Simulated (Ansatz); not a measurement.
TiS3⁻. The state is a doublet with charge -1. Geometry PBE0-D4/def2-SVPD; atoms count from 1.

```tsv
atom	x (Å)	y (Å)	z (Å)
Ti1	-0.209	-0.256	-0.377
S2	-1.116	-1.363	-2.004
S3	0.225	0.124	1.899
S4	1.100	1.495	0.483
```

No other spin state of charge -1 was run. Another isomer (doublet) lies 0.09 eV lower at PBE0-D4/def2-TZVPD; other spin states weren't run for this one.

Problem. Estimate the Mulliken populations from the PBE0/def2-TZVPD orbitals of Ansatz.

Solution. 
```csv
atom,charge (e),spin (α − β),d electrons
Ti1,0.63,1.24,2.51
S2,-0.76,-0.14,–
S3,-0.44,-0.05,–
S4,-0.44,-0.05,–
```
Mulliken values and Mayer orders depend strongly on the basis. With diffuse functions, as here, like atoms can get unlike values, and bond orders can come out too low or too high.

Problem. Where does the spin sit?

Solution. Summed by element: Ti 1.24, S -0.24, of 1 unpaired in all. Largest on single atoms: Ti1 1.24, S2 -0.14, S3 -0.05.

Problem. And the Mayer bond orders between bonded heavy atoms (over 0.3)?

Solution. Ti1–S2 1.75 (2.17 Å); Ti1–S3 0.87 (2.35 Å); Ti1–S4 0.87 (2.35 Å); S3–S4 0.83 (2.16 Å).
